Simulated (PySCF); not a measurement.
Input file for PySCF: D3(BJ) and D4 dispersion corrections on O7Re2 (SMILES [O]=[Re](=[O])(=[O])[O][Re](=[O])(=[O])=[O]).

```python
from pyscf import gto
from pyscf.dispersion import dftd3, dftd4

mol = gto.M(
    atom='''
    O     0.00000001   -0.00282284   -0.00000209
    Re    1.87819310   -0.00025884    0.00222561
    O     2.45338208    1.37203123    0.82972533
    O     2.45797468    0.03097896   -1.59826144
    O     2.45698236   -1.40133985    0.77730627
    Re   -1.87819296   -0.00025892   -0.00222611
    O    -2.45797136    0.03097906    1.59826209
    O    -2.45698421   -1.40134001   -0.77730510
    O    -2.45338371    1.37203122   -0.82972455
    ''',
    basis='def2-svp',
    charge=0, spin=0, verbose=0, max_memory=1800)
d3, d4 = {}, {}
for xc in ['hf', 'pbe', 'blyp', 'revpbe', 'tpss', 'r2scan', 'b3lyp', 'pbe0', 'bhlyp', 'camb3lyp', 'b2plyp']:
    d3[xc] = float(dftd3.DFTD3Dispersion(mol, xc=xc, version='d3bj', atm=False).get_dispersion()['energy'])
    print(f'D3(BJ) {xc:10s} {d3[xc]:14.8f} Eh')
for xc in ['hf', 'pbe', 'blyp', 'revpbe', 'tpss', 'r2scan', 'b3lyp', 'pbe0', 'bhlyp', 'camb3lyp', 'b2plyp']:
    d4[xc] = float(dftd4.DFTD4Dispersion(mol, xc={'camb3lyp': 'cam-b3lyp'}.get(xc, xc), atm=True).get_dispersion()['energy'])
    print(f'D4     {xc:10s} {d4[xc]:14.8f} Eh')
```

It printed:

```
D3(BJ) hf            -0.08168483 Eh
D3(BJ) pbe           -0.01016710 Eh
D3(BJ) blyp          -0.02393675 Eh
D3(BJ) revpbe        -0.02263276 Eh
D3(BJ) tpss          -0.01368911 Eh
D3(BJ) r2scan        -0.00302860 Eh
D3(BJ) b3lyp         -0.02031086 Eh
D3(BJ) pbe0          -0.00979119 Eh
D3(BJ) bhlyp         -0.01882782 Eh
D3(BJ) camb3lyp      -0.01065001 Eh
D3(BJ) b2plyp        -0.01120537 Eh
D4     hf            -0.03818740 Eh
D4     pbe           -0.01260194 Eh
D4     blyp          -0.02644445 Eh
D4     revpbe        -0.03084474 Eh
D4     tpss          -0.01681624 Eh
D4     r2scan        -0.00309340 Eh
D4     b3lyp         -0.02044823 Eh
D4     pbe0          -0.01087362 Eh
D4     bhlyp         -0.01828045 Eh
D4     camb3lyp      -0.01135399 Eh
D4     b2plyp        -0.00879347 Eh
```

The run finished.

Cost: around 0.04 core-seconds (rough).
